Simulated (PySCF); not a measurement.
PySCF input for Al(Cl)(Br)(NH2) (AlBrClH₂N), SMILES [Al]([Cl])([Br])[NH2], TPSSh-D3(BJ)/def2-SVP. Geometry optimised at TPSSh-D3(BJ)/def2-SVP. One conformer was computed; it need not be the lowest.

```python
import numpy as np
from pyscf import gto, scf, dft, df
from pyscf.hessian import thermo

mol = gto.M(
    atom='''
    Al   -0.41276441   -0.61162279    0.00000000
    Cl    1.01431014   -2.15169387    0.00000000
    Br    0.23940189    1.54025841    0.00000000
    N    -2.12551478   -1.01267060    0.00000000
    H    -2.88026389   -0.33121676    0.00000000
    H    -2.49753392   -1.95924114    0.00000000
    ''',
    basis='def2-SVP',
    charge=0,
    spin=0,
    max_memory=1600,
    verbose=3,
)
mf = dft.RKS(mol, xc='tpssh').density_fit(auxbasis='def2-universal-jkfit')
mf.disp = 'd3bj'
mf.grids.level = 4
mf.conv_tol = 1e-11
mf.max_cycle = 100
mf.kernel()

# [left out here: the lines that compute and print the analytic Hessian (its translational invariance restored by hand, since the grid's response is missing), thermochemistry and intensities]
```

It prints:

```
converged SCF energy = -3332.30066290484

WARN: MGGA Hessian is sensitive to dft grids. grids.level 4 may not be dense enough.


WARN: DFTD3 does not support analytical Hessian, using finite difference


WARN: Mole.unit (angstrom) is changed to Bohr

Mode                                 0                   1                   2
Irrep
Freq [cm^-1]                      126.7019            159.7895            204.6157
Reduced mass [au]                  21.0955              3.4706             13.2165
Force const [Dyne/A]                0.1995              0.0522              0.3260
Char temp [K]                     182.2959            229.9015            294.3964
Normal mode                   x     y     z       x     y     z       x     y     z
       0  Al                 0.08 -0.00  0.00   -0.02  0.03  0.00   -0.00  0.00  0.17
       1  Cl                -0.03 -0.11 -0.00   -0.06 -0.01 -0.00    0.00  0.00 -0.04
       2  Br                -0.03  0.04 -0.00    0.02  0.03 -0.00    0.00 -0.00 -0.02
       3   N                 0.08  0.04 -0.00    0.03 -0.18 -0.00   -0.00 -0.00 -0.10
       4   H                 0.10  0.06 -0.00   -0.11 -0.34 -0.00   -0.00 -0.00 -0.12
       5   H                 0.05  0.05 -0.00    0.23 -0.26 -0.00   -0.00 -0.00 -0.15
Mode                                 3                   4                   5
Irrep
Freq [cm^-1]                      357.6513            364.9355            408.9328
Reduced mass [au]                  14.3169              1.0126              1.2129
Force const [Dyne/A]                1.0790              0.0795              0.1195
Char temp [K]                     514.5805            525.0610            588.3632
Normal mode                   x     y     z       x     y     z       x     y     z
       0  Al                 0.07  0.08 -0.00   -0.00 -0.00 -0.00    0.00  0.00 -0.00
       1  Cl                -0.06  0.05  0.00    0.00 -0.00  0.01   -0.00  0.00 -0.00
       2  Br                -0.02 -0.05  0.00    0.00  0.00 -0.00   -0.00 -0.00 -0.00
       3   N                 0.11  0.03  0.00   -0.00 -0.00  0.00    0.00  0.00  0.11
       4   H                 0.05 -0.03  0.00   -0.00  0.00  0.68    0.00 -0.00 -0.66
       5   H                 0.18 -0.00 -0.00   -0.00  0.00 -0.72    0.00 -0.00 -0.61
Mode                                 6                   7                   8
Irrep
Freq [cm^-1]                      547.8173            689.9740            866.4397
Reduced mass [au]                   5.1612              1.6108              6.9805
Force const [Dyne/A]                0.9126              0.4518              3.0875
Char temp [K]                     788.1872            992.7189           1246.6138
Normal mode                   x     y     z       x     y     z       x     y     z
       0  Al                -0.04  0.13 -0.00    0.02 -0.08  0.00   -0.12 -0.02 -0.00
       1  Cl                 0.06 -0.06  0.00   -0.01  0.02 -0.00    0.01 -0.01  0.00
       2  Br                -0.01 -0.02  0.00    0.00  0.01 -0.00    0.00  0.00  0.00
       3   N                -0.04  0.04  0.00   -0.02  0.11 -0.00    0.18  0.04  0.00
       4   H                -0.25 -0.19 -0.00   -0.41 -0.35 -0.00    0.21  0.07 -0.00
       5   H                 0.25 -0.07  0.00    0.54 -0.12  0.00    0.21  0.04 -0.00
Mode                                 9                  10                  11
Irrep
Freq [cm^-1]                     1531.6218           3559.3182           3650.8258
Reduced mass [au]                   1.1173              1.0511              1.0950
Force const [Dyne/A]                1.5442              7.8457              8.5987
Char temp [K]                    2203.6628           5121.0664           5252.7254
Normal mode                   x     y     z       x     y     z       x     y     z
       0  Al                 0.01  0.00  0.00   -0.00 -0.00 -0.00    0.00 -0.00  0.00
       1  Cl                -0.00  0.00 -0.00   -0.00  0.00  0.00   -0.00  0.00 -0.00
       2  Br                -0.00 -0.00 -0.00   -0.00 -0.00  0.00    0.00  0.00 -0.00
       3   N                -0.08 -0.02 -0.00    0.05  0.01  0.00    0.02 -0.08 -0.00
       4   H                 0.42  0.51  0.00   -0.49  0.47 -0.00   -0.51  0.45 -0.00
       5   H                 0.61 -0.27  0.00   -0.24 -0.66 -0.00    0.25  0.61  0.00
temperature 298.1500 [K]
pressure 101325.00 [Pa]
Rotational constants [GHz] 4.10997 1.32626 1.00270
Symmetry number 1
Zero-point energy (ZPE) 0.02841 [Eh]   74578.930 [J/mol]
                           tot       elec      trans        rot        vib
Entropy [J/mol/K]       340.550      0.000    171.913    119.101     49.536
Cv [J/mol/K]             78.556      0.000     12.472     12.472     53.612
Cp [J/mol/K]             86.870      0.000     20.786     12.472     53.612
Internal energy [J/mol]                      3718.434   3718.434  83077.439
Internal energy [Eh]   -3332.26619  -3332.30066
Enthalpy [J/mol]                             6197.391   3718.434  83077.439
Enthalpy [Eh]          -3332.26524
Gibbs free energy [J/mol]                  -45058.532 -31791.600  68308.280
Gibbs free energy [Eh] -3332.30392
static polarisability / bohr^3: [[52.74   0.884 -0.   ]
 [ 0.883 61.054 -0.   ]
 [-0.     0.    35.68 ]]
largest difference of analytic and finite-field dipole derivatives / e: 0.0011127409191784565
mode   freq/cm-1   IR/(km/mol)   Raman/(A^4/amu)   depolarisation
   1      126.70         5.375             2.389            0.675
   2      159.79         1.956             2.362            0.724
   3      204.62        24.877             0.328            0.750
   4      357.65        21.525             8.582            0.080
   5      364.94         0.578             0.015            0.750
   6      408.93       163.137             0.468            0.750
   7      547.82        57.724             2.094            0.346
   8      689.97       194.855             0.066            0.205
   9      866.44       107.086            10.950            0.177
  10     1531.62        46.271             4.507            0.739
  11     3559.32        39.359           154.732            0.115
  12     3650.83        35.820            98.386            0.747
max |gradient| / (hartree/bohr): 2.250814720065582e-05
APT charges: [ 1.5134 -0.5523 -0.5031 -0.8351  0.1886  0.1885]
```

Self-consistency was reached.
